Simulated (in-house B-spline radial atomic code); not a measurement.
Neutral magnesium is squeezed into an impenetrable sphere of radius R (the orbitals vanish at R). No spin polarisation. Level of theory: non-relativistic Hartree-Fock, average of configuration, point nucleus; calculated with a radial B-spline atomic code at the basis-set limit.

Energies in eV above the free atom in [Ne] 3s2:

```json
{"R (bohr)": "7.19", "highest level (eV)": "-6.48", "[Ne] 3s2": "0.3677", "[Ne] 3s1 3d1": "8.247", "[He] 2s2 2p5 3s2 3d1": "57.58", "-dE/dV in [Ne] 3s2 (GPa)": "0.632"}
{"R (bohr)": "6.2", "highest level (eV)": "-5.94", "[Ne] 3s2": "1.015", "[Ne] 3s1 3d1": "10.1", "[He] 2s2 2p5 3s2 3d1": "59.15", "-dE/dV in [Ne] 3s2 (GPa)": "2.32"}
{"R (bohr)": "5.03", "highest level (eV)": "-4.31", "[Ne] 3s2": "3.357", "[Ne] 3s1 3d1": "14.63", "[He] 2s2 2p5 3s2 3d1": "63.37", "-dE/dV in [Ne] 3s2 (GPa)": "11.8"}
{"R (bohr)": "4.02", "highest level (eV)": "-0.373", "[Ne] 3s2": "9.797", "[Ne] 3s1 3d1": "23.9", "[He] 2s2 2p5 3s2 3d1": "73.34", "-dE/dV in [Ne] 3s2 (GPa)": "57.4"}
{"R (bohr)": "3.36", "highest level (eV)": "5.88", "[Ne] 3s2": "20.85", "[Ne] 3s1 3d1": "37.04", "[He] 2s2 2p5 3s2 3d1": "89.26", "-dE/dV in [Ne] 3s2 (GPa)": "190"}
{"R (bohr)": "2.84", "highest level (eV)": "16.3", "[Ne] 3s2": "40.2", "[Ne] 3s1 3d1": "57.14", "[He] 2s2 2p5 3s2 3d1": "115.7", "-dE/dV in [Ne] 3s2 (GPa)": "574"}
{"R (bohr)": "2.57", "highest level (eV)": "25.8", "[Ne] 3s2": "58.52", "[Ne] 3s1 3d1": "74.64", "[He] 2s2 2p5 3s2 3d1": "139.8", "-dE/dV in [Ne] 3s2 (GPa)": "1100"}
{"R (bohr)": "2.06", "highest level (eV)": "61.7", "[Ne] 3s2": "131.6", "[Ne] 3s1 3d1": "139", "[He] 2s2 2p5 3s2 3d1": "230.6", "-dE/dV in [Ne] 3s2 (GPa)": "4680"}
{"R (bohr)": "1.95", "highest level (eV)": "75.2", "[Ne] 3s2": "160.4", "[Ne] 3s1 3d1": "163.4", "[He] 2s2 2p5 3s2 3d1": "265.1", "-dE/dV in [Ne] 3s2 (GPa)": "6690"}
{"R (bohr)": "1.29", "highest level (eV)": "287", "[Ne] 3s2": "680.9", "[Ne] 3s1 3d1": "591.4", "[He] 2s2 2p5 3s2 3d1": "854.2", "-dE/dV in [Ne] 3s2 (GPa)": "92000"}
```

**Question.** Does [Ne] 3s1 3d1 fall below [Ne] 3s2 under compression?

**Answer.** Yes, between R = 1.95 and 1.29 bohr the order changes (near 1.93 bohr by linear interpolation).

**Question.** Does [He] 2s2 2p5 3s2 3d1 fall below [Ne] 3s2 under compression?

**Answer.** No, it stays above over the whole range.

The highest level is first positive in the row R = 3.36 bohr, pushed up by confinement above the zero of the free ion's potential. Each configuration is held fixed and needn't be the lowest in the sphere.
